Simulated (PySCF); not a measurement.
Run record: geometry optimisation, `Br[Si](Br)(I)I`.

Computed with PBE0-D3(BJ)/def2-SVP geometry optimisation, gas phase, def2 core potentials past Kr (PySCF 2.14.0). Start geometry: GFN2-xTB. The input is one job of a driver script: a line of settings, then coordinates in Å.

Input:
```
{"job": {"xc": "PBE0", "basis": "def2-SVP", "d3": "d3bj", "grid": 1, "maxiter": 30, "shake": 0.01, "kind": "geom"}, "charge": 0, "multiplicity": 1}
Br     0.068760    -1.056640     1.994600
Si    -0.006380     0.014730     0.033120
Br    -0.222690     2.196730     0.395410
I      2.128190    -0.411140    -1.182780
I     -1.934300    -0.777660    -1.278230
```

Output:
```
step   0  E = -6031.98732087  max force = 0.011916
step   1  E = -6031.98690347  max force = 0.006750
step   2  E = -6031.98849556  max force = 0.004036
step   3  E = -6031.98877238  max force = 0.001313
step   4  E = -6031.98879173  max force = 0.000340
step   5  E = -6031.98879419  max force = 0.000243
optimisation converged
```

Energies in Eh; «max force» is the largest Cartesian gradient component in Eh/bohr.

Problem. At which steps does the energy rise by more than 1e-5 Eh?

Solution. At step 1 (+0.42 mEh).

Problem. How much energy does the optimisation release, in eV?

Solution. E(step 0) − E(last step) = 0.001473 Eh, which is 0.040 eV.

Summary of the converged run: final energy -6031.98879 Eh after 5 steps; dipole 0.36 D.

Problem. Where do the atoms end?

Solution. 0.036 Å rms from the input after alignment:
```
atom  x, y, z in Å
Br1    2.0197   -0.9658    0.1322
Si2    0.0425    0.0115    0.0019
Br3    0.2672    2.1404    0.5510
I4    -0.8011   -0.1549   -2.2728
I5    -1.4942   -1.0669    1.5464
```

Problem. Estimate the wall time. Hardware: one thread, Arm Neoverse V1 (aarch64), no GPU, shared host with 32 logical CPUs at a one-minute load of 18. And the peak memory of the process?

Solution. About 98 s, with 0.66 GiB resident at the peak, the Python interpreter and its libraries included.
Labels such as C1 count atoms from 1, the log's own numbers from 0.
